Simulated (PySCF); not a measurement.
System: sum formula SiAsH₄ (charge 0, doublet). It need not be the lowest isomer of its formula. SMILES: [SiH3][AsH]
Geometry: optimised at B3LYP-D3(BJ)/def2-TZVP (Ansatz).

Dispersion corrections to the total energy (kcal/mol) from the dftd3 and dftd4 libraries through PySCF: D3(BJ) without and D4 with the three-body term, each with the damping fitted for the functional named.

| functional | D3(BJ) | D4 |
|---|---|---|
| TPSS | -3.34 | -3.27 |
| B2PLYP | [?] | -1.67 |
| revPBE | -6.17 | [?] |
| B3LYP | -4.91 | -4.00 |
| PW6B95 | -1.65 | -2.01 |
| B2GP-PLYP | -2.96 | -1.02 |
| BP86 | [?] | -3.33 |

Q: Complete the blanks.

A: 
- B2PLYP, D3(BJ): -2.51
- revPBE, D4: -6.72
- BP86, D3(BJ): -4.68
